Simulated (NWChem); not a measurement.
System: C₃H₈BeO; SMILES C[CH](C)[Be][OH]

NWChem input:

```
start job
memory heap 200 mb stack 900 mb global 1100 mb
geometry units angstroms
  Be     0.399443     0.540555     0.818872
  C     -0.646038    -0.403915    -0.213878
  C     -0.057500    -1.773531    -0.585433
  C     -0.990151     0.336897    -1.515439
  H     -1.613720    -0.625551     0.254057
  H     -0.742237    -2.324931    -1.233980
  H      0.886080    -1.663156    -1.115762
  H      0.123826    -2.374621     0.302749
  H     -1.488849     1.280879    -1.307320
  H     -1.653130    -0.266289    -2.139950
  H     -0.092974     0.550394    -2.092744
  O      1.222327     1.303488     1.603626
  H      1.789198     1.831487     2.139080
end
basis spherical
  * library 6-31g*
end
dft
  xc b3lyp
  iterations 150
end
driver
  maxiter 120
end
task dft optimize
task dft freq
```

Output (shortened):

```
             Northwest Computational Chemistry Package (NWChem) 7.3.0
             --------------------------------------------------------

 C1  symmetry detected

                             Geometry "geometry" -> ""
                             -------------------------

 Output coordinates in angstroms (scale by  1.889725989 to convert to a.u.)

  No.       Tag          Charge          X              Y              Z
 ---- ---------------- ---------- -------------- -------------- --------------
    1 Be                   4.0000    -0.02552214     1.15310414    -0.14984240
    2 C                    6.0000    -0.00647601    -0.57219086    -0.42301098
    3 C                    6.0000    -1.23122303    -1.29355573     0.16000323
    4 C                    6.0000     1.25570286    -1.23173825     0.15420556
    5 H                    1.0000    -0.00270059    -0.83089383    -1.48957211
    6 H                    1.0000    -1.17356855    -2.36774815    -0.03053951
    7 H                    1.0000    -1.29415914    -1.14996559     1.23666271
    8 H                    1.0000    -2.15175296    -0.92097998    -0.28369432
    9 H                    1.0000     2.15449620    -0.81202233    -0.29202791
   10 H                    1.0000     1.25228982    -2.30714576    -0.03782449
   11 H                    1.0000     1.31520725    -1.08658199     1.23085662
   12 O                    8.0000    -0.01314673     2.50229243     0.08378443
   13 H                    1.0000    -0.00057260     3.42949068     0.24804629

 Effective nuclear repulsion energy (a.u.)     145.6326493948

                                Z-matrix (autoz)
                                --------

 Units are Angstrom for bonds and degrees for angles

[...]

      ----------------------
      Optimization converged
      ----------------------

  Step       Energy      Delta E   Gmax     Grms     Xrms     Xmax
  ---- ---------------- -------- -------- -------- -------- --------
@   33    -209.16487923  7.2D-09  0.00002  0.00000  0.00011  0.00024
                                     ok       ok       ok       ok

                                Z-matrix (autoz)
                                --------

 Units are Angstrom for bonds and degrees for angles

[...]

 Rotational Constants
 --------------------
 A=   0.263637 cm-1  (  0.379306 K)
 B=   0.089563 cm-1  (  0.128859 K)
 C=   0.071821 cm-1  (  0.103332 K)

 Temperature                      =   298.15K
 frequency scaling parameter      =   1.0000

 Zero-Point correction to Energy  =   67.493 kcal/mol  (  0.107557 au)
 Thermal correction to Energy     =   72.371 kcal/mol  (  0.115330 au)
 Thermal correction to Enthalpy   =   72.963 kcal/mol  (  0.116274 au)

 Total Entropy                    =   85.082 cal/mol-K
   - Translational                =   38.598 cal/mol-K (mol. weight =  69.0697)
   - Rotational                   =   26.344 cal/mol-K (symmetry #  =        1)
   - Vibrational                  =   20.140 cal/mol-K

 Cv (constant volume heat capacity) =   25.393 cal/mol-K
   - Translational                  =    2.979 cal/mol-K
   - Rotational                     =    2.979 cal/mol-K
   - Vibrational                    =   19.434 cal/mol-K

[normal modes left out]

 ----------------------------------------------------------------------------
 Normal Eigenvalue ||           Projected Infra Red Intensities
  Mode   [cm**-1]  || [atomic units] [(debye/angs)**2] [(KM/mol)] [arbitrary]
 ------ ---------- || -------------- ----------------- ---------- -----------
    1        0.000 ||    0.000536           0.012         0.523       0.177
    2        0.000 ||    0.000081           0.002         0.079       0.027
    3        0.000 ||    0.000211           0.005         0.206       0.070
    4        0.000 ||    0.000012           0.000         0.012       0.004
    5        0.000 ||    0.000167           0.004         0.163       0.055
    6        0.000 ||    0.000402           0.009         0.392       0.133
    7       41.397 ||    0.141129           3.256       137.579      46.536
    8      101.273 ||    0.002596           0.060         2.530       0.856
    9      133.225 ||    0.005801           0.134         5.655       1.913
   10      238.855 ||    0.000000           0.000         0.000       0.000
   11      261.047 ||    0.005003           0.115         4.877       1.650
   12      317.937 ||    0.023489           0.542        22.898       7.745
   13      373.048 ||    0.097399           2.247        94.950      32.117
   14      428.781 ||    0.043269           0.998        42.181      14.268
   15      485.806 ||    0.132137           3.049       128.814      43.571
   16      574.562 ||    0.025746           0.594        25.098       8.490
   17      885.670 ||    0.004492           0.104         4.379       1.481
   18      928.815 ||    0.002781           0.064         2.711       0.917
   19      992.402 ||    0.027261           0.629        26.576       8.989
   20      993.679 ||    0.000003           0.000         0.003       0.001
   21     1078.535 ||    0.005014           0.116         4.888       1.653
   22     1186.431 ||    0.008638           0.199         8.421       2.848
   23     1250.644 ||    0.017133           0.395        16.702       5.650
   24     1337.033 ||    0.000837           0.019         0.815       0.276
   25     1406.128 ||    0.196175           4.526       191.241      64.687
   26     1430.328 ||    0.000096           0.002         0.094       0.032
   27     1451.223 ||    0.000097           0.002         0.095       0.032
   28     1516.945 ||    0.000561           0.013         0.547       0.185
   29     1533.648 ||    0.004609           0.106         4.493       1.520
   30     1534.566 ||    0.012632           0.291        12.314       4.165
   31     1543.027 ||    0.003345           0.077         3.260       1.103
   32     2969.145 ||    0.025605           0.591        24.961       8.443
   33     3008.022 ||    0.040538           0.935        39.519      13.367
   34     3010.692 ||    0.066027           1.523        64.366      21.772
   35     3063.255 ||    0.009734           0.225         9.489       3.210
   36     3065.073 ||    0.077883           1.797        75.924      25.681
   37     3087.880 ||    0.032770           0.756        31.946      10.806
   38     3089.289 ||    0.057442           1.325        55.998      18.941
   39     3916.062 ||    0.111090           2.563       108.296      36.631
 ----------------------------------------------------------------------------
```

Level: B3LYP/6-31G* (spherical d). B3LYP is NWChem's, with the RPA form of VWN correlation.
